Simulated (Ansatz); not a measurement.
System: sum formula H$_{5}$Si$_{2}$O$_{3}$, charge -1, multiplicity 1. It need not be the lowest isomer of its formula. Whether it binds its extra electron was not tested at this geometry. 
Geometry from a B3LYP-D3(BJ)/def2-TZVP (Ansatz, a program for electronic structure) optimisation:
```xyz
10

O     -0.5077    -1.8323     0.1453
Si    -0.4425    -0.2854     0.0786
O     -1.0543     0.6404     1.3531
O     -1.2735     0.4230    -1.2310
Si     1.7842     0.5064    -0.1320
H     -1.7370     1.2350     1.0286
H     -1.4980    -0.2819    -1.8466
H      1.9565     1.9929    -0.2735
H      2.6714     0.1571     1.0241
H      2.5075    -0.0456    -1.3238
```
Charge -1, spin multiplicity 1.

Parts of the frozen-core correlation energy in aug-cc-pV(D+d)Z (Ansatz, hartree). Frozen orbitals: 13; correlated occupied orbitals by spin: 16 and 16; virtual: 149 and 149. No spin-orbit coupling. Non-relativistic.

```csv
term,value
reference (HF),-805.57119
MP2 opposite-spin,-0.62267
MP2 same-spin,-0.21290
CCSD correlation,-0.86962
(T),-0.02865
T1 diagnostic,0.018
largest doubles amplitude,0.022
```
